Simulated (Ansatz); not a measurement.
Relaxation of BFH$_{6}$OSi (10 atoms, charge 0, multiplicity 1), to a largest force component of 0.03 eV/Å in at most 50 steps.

Computed with RKS PBE0-D4/6-31G* (Ansatz).

```xyz
10
Properties=species:S:1:pos:R:3:forces:R:3
B 0.058 -0.317 -0.212 0.06 0.22 -0.03
H -0.659 -0.676 0.681 -0.05 -0.27 -0.02
F 1.365 -0.402 -0.019 -0.06 0.01 -0.01
H -0.352 0.022 -1.286 0.04 -0.01 0.06
O -0.420 1.784 1.249 -0.28 -0.83 0.12
Si 0.804 2.360 2.238 -0.03 -0.03 -0.01
H 1.560 1.242 2.876 -0.01 0.02 -0.02
H 1.701 3.162 1.371 -0.01 -0.01 0.01
H 0.257 3.226 3.323 0.01 -0.02 -0.02
H -0.867 0.963 1.557 0.34 0.90 -0.09
```

**Question.** Where does it end, and by what steps?

**Answer.** The forces met the threshold. After 10 steps the energy has fallen by 0.387 eV; F3 moved furthest, 0.73 Å. Joined: B1–O5 (2.60 → 1.68 Å).

```tsv
step	energy less start (eV)	largest force component (eV/Å)	accepted
0	0.0000	0.900	yes
1	-0.0367	1.122	yes
2	-0.0754	0.943	yes
3	-0.1448	0.950	yes
4	-0.2083	1.202	yes
5	-0.2913	1.384	yes
6	-0.3565	0.753	yes
7	-0.3783	0.271	yes
8	-0.3839	0.188	yes
9	-0.3869	0.082	yes
10	-0.3874	0.018	yes
```

```xyz
10
Properties=species:S:1:pos:R:3
B 0.046 0.100 0.139
H -0.461 -0.864 0.668
F 1.424 0.227 0.345
H -0.329 0.419 -0.961
O -0.434 1.375 1.124
Si 0.897 2.052 2.009
H 1.590 1.057 2.855
H 1.764 2.785 1.071
H 0.189 3.013 2.899
H -1.239 1.198 1.630
```

Whether the end is a true minimum wasn't checked by a vibrational analysis.

The run took 65 s on 1 thread of Arm Neoverse N1 (shared host), peak memory 0.14 GiB.
